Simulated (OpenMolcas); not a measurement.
Pm3+ in octahedral coordination: ligands and hosts compared

```json
{"Program": "OpenMolcas 26.06", "Method": "CASSCF", "Active space": "4 electrons in 7 orbitals (4f)", "Spin-orbit coupling": "RASSI with atomic mean-field integrals over the reference wave functions"}
```

Distances were set from a Shannon-type radius of the metal (high-spin where two are listed) plus a fixed donor radius (Br 1.91, Cl 1.76, O 1.38, F 1.31, H2O 1.36 Å), in hosts weighted 0.65 to 0.35 with the host's distance in the model lattice. Anionic complexes are neutralised by point charges, and hosts are embedded clusters. Ligand basis ANO-RCC-VDZP. States (labels of the rotation group of each site). Energies in cm-1 above the lowest state or level, χT in cm3 K/mol; under a threefold ground state the first gap can be a small split of the lowest multiplet, not the spin-orbit step.

```
Ligand or host  R (Å)   Metal basis  Outer charge (e at Å behind ligand)  Ground state  First state of that spin  First gap with spin-orbit (degeneracies)  Width of lowest J  χT at 300 K
       CsCaBr3  2.868  ANO-RCC-VDZP                                                5T2                  5A1 25.3                              107.9 (3, 1)                139        0.974
     Cs2NaYCl6  2.691  ANO-RCC-VDZP                                                5T2                  5A1 32.0                              156.1 (3, 1)                196        0.956
             O   2.35  ANO-RCC-VDZP                           1.5 at 2.8           5A1                  5T1 53.3                              217.7 (3, 2)                283        0.945
             F   2.28  ANO-RCC-VDZP                           0.5 at 2.6           5T2                   5A1 1.3                              294.0 (3, 3)                304        0.914
           H2O   2.33  ANO-RCC-VDZP                                                5T2                   5A1 4.2                              254.2 (3, 1)                323        0.899
        CsCaF3  2.274  ANO-RCC-VDZP                                                5T2                  5A1 35.3                              307.6 (3, 1)                350        0.894
      Cs2NaYF6  2.244  ANO-RCC-VDZP                                                5T2                  5A1 27.7                              345.8 (3, 1)                379        0.877
           SrO  2.431  ANO-RCC-VDZP                                                5A1                  5T2 45.4                              330.5 (3, 2)                379        0.893
           CaO  2.369  ANO-RCC-VDZP                                                5A1                  5T2 44.4                              396.2 (3, 2)                448        0.857
```

The rows also differ in their outer charges, so part of each step comes from that.

The width of the lowest J multiplet rises in the order CsCaBr3 < Cs2NaYCl6 < O < F < H2O < CsCaF3 < Cs2NaYF6 < SrO < CaO, by a factor of 3.22 from first to last.

High states are left out of the spin-orbit mixing, which shifts the levels that they would mix with. Without dynamic correlation the ligand-field splitting of an f shell can come out too small, at times by half. The oxide ions are held by bare point charges, a crude embedding (holds for O). A group larger than the point group allows holds several states that coincide in this model. No measured value stands beside these numbers; the geometry was imposed, not optimised, and the real ion may take another.
